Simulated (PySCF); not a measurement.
The same groups moved round the core (thiophene mercapto+boryl). All species are isolated molecules in the gas phase. One relaxed conformer stands for each flexible species; it need not be the lowest. Strings in code marks are SMILES.

The T1 excitation (TDA) from two functionals at the same geometries (PBE0-D4/def2-SVP), both in PySCF: PBE-D3(BJ)/def2-TZVP and B3LYP-D3(BJ)/def2-TZVP. B3LYP has the VWN-RPA correlation part, as in Gaussian. Excitations are Tamm–Dancoff values on a coarser integration grid. The basis has no diffuse functions, so Rydberg states are missing or too high.

```csv
species,B3LYP-D3(BJ)/def2-TZVP (eV)
`Bc1scc(c1)S`,3.01
`Bc1ccc(S)s1`,2.68
`Bc1ccsc1S`,2.58
`Bc1csc(S)c1`,3.21
`Bc1cscc1S`,2.81
`Sc1c(B)scc1`,2.63
```

Task: What does PBE-D3(BJ)/def2-TZVP give for each?

Result: 
- `Bc1scc(c1)S`: 2.61
- `Bc1ccc(S)s1`: 2.53
- `Bc1ccsc1S`: 2.35
- `Bc1csc(S)c1`: 2.96
- `Bc1cscc1S`: 2.32
- `Sc1c(B)scc1`: 2.41
Over these rows, drawn at random from the members with no instability flagged (it was tested for open shells, ions and some series alone), PBE minus B3LYP-D3(BJ): mean -0.29 eV, from -0.49 eV to -0.16 eV.
